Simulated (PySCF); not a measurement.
toluene (C₇H₈), singlet, geometry from GFN2-xTB; PySCF with DF-M062X/pc-1.

The PySCF input:
```python
from pyscf import gto, scf, dft

mol = gto.Mole()
mol.atom = '''
    C    -2.400861   -0.093333    0.002877
    C    -0.903103   -0.032131    0.012584
    C    -0.149055   -1.188040    0.173211
    C     1.233345   -1.138534    0.161799
    C     1.883899    0.071158   -0.011041
    C     1.142750    1.228930   -0.172474
    C    -0.239818    1.175935   -0.160642
    H    -2.831019    0.854668    0.317638
    H    -2.761195   -0.881127    0.660799
    H    -2.757855   -0.308135   -1.005167
    H    -0.651361   -2.135614    0.309675
    H     1.804901   -2.046489    0.290024
    H     2.963253    0.111465   -0.018222
    H     1.643108    2.177214   -0.306473
    H    -0.812778    2.084109   -0.286158
'''
mol.basis = 'pc-1'
mol.charge = 0
mol.spin = 0
mol.verbose = 4
mol.build()

mf = dft.RKS(mol)
mf.xc = 'm062x'
mf = mf.density_fit(auxbasis='def2-universal-jkfit')
mf.kernel()
```

Task: Predict the main parts of the log of this PySCF run.

Result: 
```
PySCF version 2.14.0

[INPUT] verbose = 4
[INPUT] num. atoms = 15
[INPUT] num. electrons = 50
[INPUT] charge = 0
[INPUT] spin (= nelec alpha-beta = 2S) = 0
[INPUT] symmetry False subgroup None
[INPUT] Mole.unit = angstrom
[INPUT] Symbol           X                Y                Z      unit          X                Y                Z       unit  Magmom
[INPUT]  1 C     -2.400861000000  -0.093333000000   0.002877000000 AA   -4.536969753149  -0.176373808384   0.005436742060 Bohr   0.0
[INPUT]  2 C     -0.903103000000  -0.032131000000   0.012584000000 AA   -1.706617332273  -0.060718790108   0.023780313552 Bohr   0.0
[INPUT]  3 C     -0.149055000000  -1.188040000000   0.173211000000 AA   -0.281673127497  -2.245070225028   0.327321351762 Bohr   0.0
[INPUT]  4 C      1.233345000000  -1.138534000000   0.161799000000 AA    2.330684267102  -2.151517443506   0.305755797229 Bohr   0.0
[INPUT]  5 C      1.883899000000   0.071158000000  -0.011041000000 AA    3.560053156342   0.134469131572  -0.020864466141 Bohr   0.0
[INPUT]  6 C      1.142750000000   1.228930000000  -0.172474000000 AA    2.159484528847   2.322341126262  -0.325928623608 Bohr   0.0
[INPUT]  7 C     -0.239818000000   1.175935000000  -0.160642000000 AA   -0.453190339741   2.222195090290  -0.303569384102 Bohr   0.0
[INPUT]  8 H     -2.831019000000   0.854668000000   0.317638000000 AA   -5.349850563440   1.615088447430   0.600248826755 Bohr   0.0
[INPUT]  9 H     -2.761195000000  -0.881127000000   0.660799000000 AA   -5.217902326518  -1.665088710960   1.248729133386 Bohr   0.0
[INPUT] 10 H     -2.757855000000  -0.308135000000  -1.005167000000 AA   -5.211590641262  -0.582290759393  -1.899490339451 Bohr   0.0
[INPUT] 11 H     -0.651361000000  -2.135614000000   0.309675000000 AA   -1.230893898223  -4.035725567787   0.585200937625 Bohr   0.0
[INPUT] 12 H      1.804901000000  -2.046489000000   0.290024000000 AA    3.410768571954  -3.867303726935   0.548065929551 Bohr   0.0
[INPUT] 13 H      2.963253000000   0.111465000000  -0.018222000000 AA    5.599736607796   0.210638322475  -0.034434589442 Bohr   0.0
[INPUT] 14 H      1.643108000000   2.177214000000  -0.306473000000 AA    3.105024113082   4.114338174569  -0.579150034574 Bohr   0.0
[INPUT] 15 H     -0.812778000000   2.084109000000  -0.286158000000 AA   -1.535927820072   3.938395223741  -0.540760248353 Bohr   0.0

nuclear repulsion = 270.958028836648
number of shells = 37
number of NR pGTOs = 224
number of NR cGTOs = 138
basis = pc-1
ecp = {}

******** <class 'pyscf.df.df_jk.DFRKS'> ********
method = DFRKS
initial guess = minao
damping factor = 0
level_shift factor = 0
DIIS = <class 'pyscf.scf.diis.CDIIS'>
diis_start_cycle = 1
diis_space = 8
diis_damp = 0
SCF conv_tol = 1e-09
SCF conv_tol_grad = None
SCF max_cycles = 50
direct_scf = False
XC library pyscf.dft.libxc version 7.1.2
    S. Lehtola, C. Steigemann, M. J. T. Oliveira, and M. A. L. Marques,  SoftwareX 7, 1–5 (2018)
XC functionals = m062x
    Y. Zhao and D. G. Truhlar,  Theor. Chem. Acc. 120, 215 (2008)
    Y. Zhao and D. G. Truhlar,  Theor. Chem. Acc. 120, 215 (2008)
radial grids:
    Treutler-Ahlrichs [JCP 102, 346 (1995); DOI:10.1063/1.469408] (M4) radial grids

becke partition: Becke, JCP 88, 2547 (1988); DOI:10.1063/1.454033
pruning grids: <function nwchem_prune>
grids dens level: 3
symmetrized grids: False
atomic radii adjust function: <function treutler_atomic_radii_adjust>
small_rho_cutoff = 0
Set gradient conv threshold to 3.16228e-05
Initial guess from minao.
tot grids = 177296
******** <class 'pyscf.df.df.DF'> ********
auxbasis = def2-universal-jkfit
init E= -272.90611287061
  HOMO = -0.281423477502349  LUMO = -0.0568403980168153  gap/eV = 6.11122
cycle= 1 E= -271.366308870014  delta_E= 1.54  |g|= 0.255  |ddm|= 4.05
  HOMO = -0.275679115437354  LUMO = 0.0454775457827701  gap/eV = 8.73912
cycle= 2 E= -271.38278804859  delta_E= -0.0165  |g|= 0.143  |ddm|= 0.513
  HOMO = -0.303849594424414  LUMO = 0.0190671287132952  gap/eV = 8.78701
cycle= 3 E= -271.388030475931  delta_E= -0.00524  |g|= 0.037  |ddm|= 0.171
  HOMO = -0.298420168534468  LUMO = 0.0245178078024642  gap/eV = 8.78759
cycle= 4 E= -271.38837558996  delta_E= -0.000345  |g|= 0.00989  |ddm|= 0.0496
  HOMO = -0.298173297494237  LUMO = 0.024590134444989  gap/eV = 8.78284
cycle= 5 E= -271.388400869333  delta_E= -2.53e-05  |g|= 0.0023  |ddm|= 0.0122
  HOMO = -0.298217896686896  LUMO = 0.0245855762776445  gap/eV = 8.78393
cycle= 6 E= -271.388402262598  delta_E= -1.39e-06  |g|= 0.00079  |ddm|= 0.00316
  HOMO = -0.298158221808036  LUMO = 0.0246373768604604  gap/eV = 8.78372
cycle= 7 E= -271.388402420855  delta_E= -1.58e-07  |g|= 7.38e-05  |ddm|= 0.00077
  HOMO = -0.298157039377331  LUMO = 0.024636043664092  gap/eV = 8.78365
cycle= 8 E= -271.388402422371  delta_E= -1.52e-09  |g|= 2.65e-05  |ddm|= 0.000133
  HOMO = -0.298159043215458  LUMO = 0.0246358186561369  gap/eV = 8.78370
cycle= 9 E= -271.388402422564  delta_E= -1.93e-10  |g|= 1.02e-05  |ddm|= 3.65e-05
  HOMO = -0.298157879878509  LUMO = 0.0246359999038237  gap/eV = 8.78367
Extra cycle  E= -271.38840242257  delta_E= -6.37e-12  |g|= 9.02e-06  |ddm|= 1.83e-05
converged SCF energy = -271.38840242257
```
